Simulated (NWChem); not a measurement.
Species: BH₃S; SMILES BS

```xyz
5

B      0.0078    -1.2040     0.0000
H      1.0698    -1.7727     0.0000
H     -1.0441    -1.7896     0.0000
S      0.0836     0.5634     0.0000
H     -1.2407     0.8368     0.0000
```
Atoms are numbered in this order, from 1.

Computed with NWChem. Pople sets run with spherical d functions. Structure relaxed at the PBE0/def2-SVP level. Level: PBE0/6-31+G*; the question gives the wavelength of the field.

Problem. What does the run give for field 589 nm? Quantities: isotropic polarisability (bohr³); anisotropy (bohr³).

Solution. 
| Item | Value |
|---|---|
| isotropic polarisability (bohr³) | 33.8 |
| anisotropy (bohr³) | 21.1 |
